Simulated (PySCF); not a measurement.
Several molecules and their computed UV-vis stick spectra, shuffled. Method used: TDDFT PBE0/def2-SVPD, vertical, gas phase, core orbitals frozen in the response (PySCF 2.14.0, density-fitted response routines). Geometries: GFN2-xTB; one conformer of each isolated species. Triplets are in the Tamm–Dancoff approximation.

A. `CCN1CCC[SiH2]1`
B. `C#CC(=O)NCC[SiH3]`
C. `C/C=N\N([SiH3])CC`
D. `C[C@]1(C#N)CC[SiH2]O1`
E. `CO[C@@H]1[C@@H]([SiH3])[C@@H]1C#N`

Lowest singlet levels (six at most, fewer where fewer were computed) with oscillator strengths:

1. 7.16 eV (f 0.003); 7.56 eV (f 0.029); 7.61 eV (f 0.000); 7.76 eV (f 0.018); 7.96 eV (f 0.005); 8.06 eV (f 0.014); T1 6.37 eV
2. 6.55 eV (f 0.004); 7.01 eV (f 0.114); 7.23 eV (f 0.002); 7.50 eV (f 0.004); 7.56 eV (f 0.007); 7.62 eV (f 0.014); T1 5.91 eV
3. 4.94 eV (f 0.001); 5.89 eV (f 0.043); 5.98 eV (f 0.104); 6.29 eV (f 0.037); 6.83 eV (f 0.002); 6.89 eV (f 0.003); T1 4.43 eV
4. 5.37 eV (f 0.007); 5.44 eV (f 0.079); 5.63 eV (f 0.076); 5.78 eV (f 0.033); 6.17 eV (f 0.022); 6.49 eV (f 0.002); T1 3.85 eV
5. 5.41 eV (f 0.005); 5.66 eV (f 0.016); 6.28 eV (f 0.026); 6.51 eV (f 0.006); 6.55 eV (f 0.001); 6.88 eV (f 0.008); T1 5.20 eV

Problem. Which spectrum belongs to which structure?

Solution. 1 = D, 2 = E, 3 = B, 4 = C, 5 = A.
- A: S1 at 5.41 eV, HOMO→LUMO (97%); Löwdin shares by element: HOMO nitrogen 52%, carbon 15% or more, silicon 8% (atoms not listed hold the other 24%); LUMO silicon 29%, hydrogen 21% or more, carbon 9% or more (atoms not listed hold the other 42%); HOMO -6.12 and LUMO 0.57 eV.
- B: S1 at 4.94 eV, HOMO-1→LUMO (82%), HOMO→LUMO (16%); Löwdin shares by element: HOMO nitrogen 38%, oxygen 27%, carbon 15% or more (atoms not listed hold the other 20%); LUMO carbon 62% or more, oxygen 18% (atoms not listed hold the other 20%); HOMO -7.73 and LUMO -1.02 eV.
- C: S1 at 5.37 eV, HOMO→LUMO+1 (90%); Löwdin shares by element: HOMO nitrogen 53%, carbon 20% or more, silicon 5% (atoms not listed hold the other 23%); LUMO carbon 34% or more, nitrogen 26% or more, silicon 9% (atoms not listed hold the other 31%); HOMO -6.11 and LUMO 0.27 eV.
- D: S1 at 7.16 eV, HOMO→LUMO (96%); Löwdin shares by element: HOMO oxygen 43%, hydrogen 17% or more, silicon 15% (atoms not listed hold the other 25%); LUMO silicon 32%, hydrogen 20% or more, oxygen 11% (atoms not listed hold the other 37%); HOMO -8.64 and LUMO -0.05 eV.
- E: S1 at 6.55 eV, HOMO→LUMO (85%); Löwdin shares by element: HOMO oxygen 33%, carbon 26% or more, nitrogen 11% (atoms not listed hold the other 29%); LUMO silicon 30%, hydrogen 17% or more, carbon 8% or more (atoms not listed hold the other 46%); HOMO -7.75 and LUMO 0.02 eV.
A and C have S1 within 0.04 eV of each other; their strongest listed levels stand at 6.28 eV (f 0.026) and 5.44 eV (f 0.079).
